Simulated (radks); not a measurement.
Values are calculated unless marked as measured or tabulated.
Kinetic energies: the exact non-interacting value of the Kohn-Sham orbitals and orbital-free approximations, in hartree. Species: Ge4+ [Ar] 3d10; Sb [Kr] 4d10 5s2 5p3. Code: a radial shooting solver on a logarithmic mesh with Libxc functionals. Model: non-relativistic Kohn-Sham, exchange-only B88, spin-polarised, spherical densities, point nucleus. Every spin shell is full or empty, so the densities are truly spherical. Functionals are evaluated on that one density, not self-consistently.

functional,Ge4+,Sb
exact,2071.83,6313.48
Thomas-Fermi,1943.7,5981.5
von Weizsacker,1002.3,2606.2
TF + vW,2945.9,8587.6
TF + vW/9,2055.0,6271.0
TF + vW/5,2144.1,6502.7
APBEK,2072.4,6321.3
Perdew 92,2055.2,6271.6
Thakkar,2060.9,6277.2
LKT,2545.8,7515.4
PG1,2447.3,7257.4
DePristo-Kress,2068.6,6307.6
Ernzerhof,2063.0,6288.3
